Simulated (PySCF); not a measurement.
Choosing a molecule for a target property.

Species are written as SMILES; each is one conformer at its optimised geometry, gas phase, non-relativistic unless stated; the electronic structure was computed with PySCF and density fitting.

The conformers computed, where there is a choice (atom-mapped SMILES and torsion angles):
- `[CH3:1][SiH2:2]/[CH:3]=[C:4](\[CH2:5][F:6])[SiH2:7][PH2:8]`: C1–Si2–C3–C4 179°, C3–C4–C5–F6 2°, C3–C4–Si7–P8 -138°, H–P8–Si7–C4 69°, H–P8–Si7–C4 162°
- `[CH3:1][CH:2]([CH3:3])[O:4][SiH2:5][N:6]([CH3:7])[CH3:8]`: C1–C2–O4–Si5 -53°, C2–O4–Si5–N6 -174°, O4–Si5–N6–C7 39°
- `[CH2:1]=[C:2]1[CH:3]=[C:4]([CH3:5])/[C:6]1=[CH:7]/[CH2:8][O:9][CH3:10]`: C6–C7–C8–O9 -119°, C7–C8–O9–C10 69°
- `[O:1]=[S:2](=[O:3])([OH:4])[c:5]1[cH:6][cH:7][cH:8][n:9][cH:10]1`: O1–S2–C5–C6 25°, H–O4–S2–O1 128°
- `[CH2:1]=[CH:2][O:3]/[CH:4]=[C:5](/[CH3:6])[C:7](=[CH2:8])[CH:9]=[CH2:10]`: C1–C2–O3–C4 180°, C2–O3–C4–C5 179°, C4–C5–C7–C8 -159°, C5–C7–C9–C10 -140°
- `[F:1][CH2:2][CH2:3]/[C:4](=[CH:5]\[SiH3:6])[SiH2:7][PH2:8]`: F1–C2–C3–C4 -61°, C2–C3–C4–C5 106°, C3–C4–Si7–P8 -23°, H–P8–Si7–C4 -77°, H–P8–Si7–C4 -170°
- `[CH2:1]=[C:2]([CH3:3])[SiH2:4][CH2:5][SiH2:6][NH:7][SiH3:8]`: C1–C2–Si4–C5 -3°, C2–Si4–C5–Si6 179°, Si4–C5–Si6–N7 60°, C5–Si6–N7–Si8 180°

The conformers of `CCOC1=C[C@@H]2C=C[C@H]1C2` aren't listed.

**Question.** Wanted: HOMO energy between -7.8 eV and -6.4 eV (PBE0/pcSseg-1) and HOMO–LUMO gap below 5 eV (PBE0/pcSseg-1), at GFN2-xTB geometries. Which candidate meets both?
A. `C[SiH2]/C=C(\CF)[SiH2]P`
B. `CC(C)O[SiH2]N(C)C`
C. `C=C1C=C(C)/C1=C/COC`
D. `CCOC1=C[C@@H]2C=C[C@H]1C2`
E. `O=S(=O)(O)c1cccnc1`
F. `C#CC1=NN=CC([SiH3])=C1C`
G. `C=CC(=C)/C(=C\OC=C)C`

**Answer.** F. Computed values:
```csv
species,HOMO energy,HOMO–LUMO gap
O=S(=O)(O)c1cccnc1,-8.10 eV,6.33 eV
C[SiH2]/C=C(\CF)[SiH2]P,-7.53 eV,6.62 eV
C#CC1=NN=CC([SiH3])=C1C,-6.68 eV,4.88 eV
C=C1C=C(C)/C1=C/COC,-6.54 eV,5.76 eV
CC(C)O[SiH2]N(C)C,-6.16 eV,7.15 eV
C=CC(=C)/C(=C\OC=C)C,-5.95 eV,5.16 eV
CCOC1=C[C@@H]2C=C[C@H]1C2,-5.82 eV,5.90 eV
```

**Question.** Wanted: dipole moment above 1.8 D (PBE0/pcSseg-1) and smallest rotational constant above 0.7 GHz (GFN2-xTB), at GFN2-xTB geometries. Which candidate meets both?
A. `C=C(C)[SiH2]C[SiH2]N[SiH3]`
B. `FCC/C(=C\[SiH3])[SiH2]P`
C. `c1ccc2cnccc2c1`
D. `P[SiH2]/C(=C/[SiH2]C)CF`
E. `C#Cc1nncc([SiH3])c1C`
F. `N(C)(C)[SiH2]OC(C)C`

**Answer.** C. Computed values:
| species | dipole moment | smallest rotational constant |
| --- | --- | --- |
| N(C)(C)[SiH2]OC(C)C | 0.68 D | 0.730 GHz |
| C=C(C)[SiH2]C[SiH2]N[SiH3] | 1.43 D | 0.370 GHz |
| FCC/C(=C\[SiH3])[SiH2]P | 1.69 D | 0.523 GHz |
| P[SiH2]/C(=C/[SiH2]C)CF | 1.98 D | 0.437 GHz |
| c1ccc2cnccc2c1 | 2.57 D | 0.904 GHz |
| C#Cc1nncc([SiH3])c1C | 4.59 D | 0.614 GHz |
